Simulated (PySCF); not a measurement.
A side-by-side comparison of computed properties.

First species: C3H7F3P2.
SMILES: `PP(CC(F)(F)F)C`

Second species: C2H11NSSi3.
InChI=1S/C2H11NSSi3/c1-2-7(4)3(5)6/h2,4,7H,1H2,5-6H3/t7-/m0/s1

Levels: wB97X-D/def2-SVPD for dipole moment, HOMO energy, LUMO energy, HOMO–LUMO gap, static isotropic polarisability and electronic spatial extent ⟨r²⟩ about the centre of nuclear charge; TDDFT wB97X-D/def2-SVPD for lowest singlet excitation; TDA wB97X-D/def2-SVPD for lowest triplet excitation (Tamm–Dancoff); GFN2-xTB for rotational constant A and rotational constant C. Geometries: GFN2-xTB. Each structure is a single optimised conformer of the isolated species, non-relativistic unless stated; the electronic structure was computed with PySCF and density fitting.

The conformers computed, where there is a choice (atom-mapped SMILES and torsion angles):
- `[CH3:1][P:2]([PH2:3])[CH2:4][C:5]([F:6])([F:7])[F:8]`: C1–P2–C4–C5 -169°, P2–C4–C5–F6 -47°, H–P3–P2–C1 -72°, H–P3–P2–C1 -165°
- `[CH2:1]=[CH:2][Si@H:3]([SH:4])[N:5]([SiH3:6])[SiH3:7]`: C1–C2–Si3–S4 6°, C2–Si3–N5–Si6 112°, H–S4–Si3–C2 54°

```json
{"property": "dipole moment", "column X": "2.86 D", "column Y": "1.46 D"}
{"property": "HOMO energy", "column X": "-8.45 eV", "column Y": "-9.14 eV"}
{"property": "LUMO energy", "column X": "1.56 eV", "column Y": "1.03 eV"}
{"property": "HOMO–LUMO gap", "column X": "10.01 eV", "column Y": "10.17 eV"}
{"property": "lowest singlet excitation", "column X": "5.77 eV", "column Y": "5.87 eV"}
{"property": "lowest triplet excitation (Tamm–Dancoff)", "column X": "4.64 eV", "column Y": "4.45 eV"}
{"property": "static isotropic polarisability", "column X": "91.0 au", "column Y": "125.6 au"}
{"property": "electronic spatial extent ⟨r²⟩ about the centre of nuclear charge", "column X": "1435 bohr²", "column Y": "1808 bohr²"}
{"property": "rotational constant A", "column X": "2.235 GHz", "column Y": "1.439 GHz"}
{"property": "rotational constant C", "column X": "0.805 GHz", "column Y": "0.680 GHz"}
```

Problem. Which column belongs to which species?

Solution. Column X is the first species and column Y the second. The first has 15 atoms and 82 electrons, the second 18 and 88.

Problem. How does each property change from the first species to the second?

Solution. dipole moment -1.40 D; HOMO energy -0.69 eV; LUMO energy -0.53 eV; HOMO–LUMO gap +0.16 eV; lowest singlet excitation +0.10 eV; lowest triplet excitation (Tamm–Dancoff) -0.19 eV; static isotropic polarisability +34.6 au; electronic spatial extent ⟨r²⟩ about the centre of nuclear charge +373 bohr²; rotational constant A -0.796 GHz; rotational constant C -0.125 GHz.

On the first: The vertical singlet–triplet gap S1 − T1 is 1.13 eV (TDDFT singlet less Tamm–Dancoff triplet; S1: HOMO→LUMO, weight 0.90; T1: HOMO→LUMO, weight 0.85). S1 lies 4.24 eV below the HOMO–LUMO gap; its leading configuration is HOMO→LUMO, weight 0.90.

On the second: S1 lies 4.30 eV below the HOMO–LUMO gap; its leading configuration is HOMO→LUMO, weight 0.83. The 8 singlets span 5.87 to 7.33 eV, and their oscillator strengths add up to 0.39.
